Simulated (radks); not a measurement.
Problem. The mean radii <r> (bohr) of the occupied orbitals of an atom or ion are listed with their occupations. All-electron calculation, non-relativistic Kohn-Sham, r2SCAN, spin-polarised, spherical densities, point nucleus; meta-GGA in the generalised Kohn-Sham scheme. Program: a radial shooting solver on a logarithmic mesh with Libxc functionals.

| orbital | occ. | <r> |
|---|---|---|
| 1s up | 1 | 0.06418 |
| 1s down | 1 | 0.06418 |
| 2s up | 1 | 0.2927 |
| 2s down | 1 | 0.2925 |
| 2p up | 3 | 0.2578 |
| 2p down | 3 | 0.2577 |
| 3s up | 1 | 0.7811 |
| 3s down | 1 | 0.7839 |
| 3p up | 1 | 0.7797 |

Name the element and its charge. Open shells, if any, are filled with parallel spins first.

Solution. Z = 24, chromium, charge +11: Cr11+ in [Ne] 3s2 3p1. The 1s radius gives Z: for a bare nucleus <r> = 1.5/Z, 0.0625 bohr for Z = 24, and screening makes it slightly larger (0.06418 here). The occupations add up to 13, and the charge is Z minus that.
